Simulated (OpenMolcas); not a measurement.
Computed levels of 3d³ in ions with 21 electrons, in cm-1 above ⁴F_3/2.

- Program: OpenMolcas 26.06
- Method: MS-CASPT2, IPEA 0.25 Eh, imaginary shift 0.1 Eh
- Basis: ANO-RCC-VQZP
- Scalar Hamiltonian: DKH2, point nucleus
- Spin-orbit coupling: state interaction with AMFI integrals over the reference wave functions, term energies averaged over their components

Active space for each ion: 3 electrons in 10 orbitals (3d 4d); closed shells correlated by CASPT2: 3s 3p.

```tsv
Level	V2+	Cr3+	Fe5+	Co6+	Ni7+
⁴F_5/2	157	250	523	731	955
⁴F_7/2	372	592	1227	1707	2220
⁴F_9/2	641	1017	2090	2890	3730
²G_7/2	11810	14870	20830	23740	25990
⁴P_1/2	11880	14420	19450	21940	23780
⁴P_3/2	11950	14530	19640	22170	24020
²G_9/2	12050	15250	21560	24710	27220
⁴P_5/2	12140	14830	20300	23130	25310
²P_1/2	15320	19460	26920	30510	33400
```

**Question.** Estimate ⁴F_9/2, ²G_7/2, ⁴P_1/2 for Mn4+ from its neighbours Cr3+ and Fe5+.

**Answer.** ⁴F_9/2 is fine structure, which grows about as the fourth power of a screened charge, so the fourth roots are averaged: ((1017^0.25 + 2090^0.25) / 2)^4 = 1482. The calculation gives 1473, so the estimate is off by +0.6 %; the measured value is 1412 (Corliss and Sugar, J. Phys. Chem. Ref. Data 6, 1253 (1977)).
²G_7/2 is another term, which grows about linearly with the charge: (14870 + 20830) / 2 = 17850. The calculation gives 18080, so the estimate is off by -1.3 %; the measured value is 17892 (Corliss and Sugar, J. Phys. Chem. Ref. Data 6, 1253 (1977)).
⁴P_1/2 is another term, which grows about linearly with the charge: (14420 + 19450) / 2 = 16935. The calculation gives 17140, so the estimate is off by -1.2 %; the measured value is 16434 (Corliss and Sugar, J. Phys. Chem. Ref. Data 6, 1253 (1977)).

CASPT2 does not keep the components of a term degenerate, so their means are used; among the terms shown or strongly mixed into the levels shown the widest spread is 1100 cm-1 (3d³ ⁴F, Mn4+). Active for correlation alone: 4d; no level in the range computed is led by a configuration that fills it, so any true level of that kind is missing. The CASPT2 spread within a term exceeds the gap to the next term for 3d³ ²G and 3d³ ⁴P, so the order of their levels is uncertain (holds for V2+). Measured partners are found by configuration, term and J. A level has none where our copy of the source lacks it or the pairing is in doubt (some pairs that miss far off the trend of their configuration count as doubtful), and it then counts in no deviation. Levels of configurations outside the active space are missing.
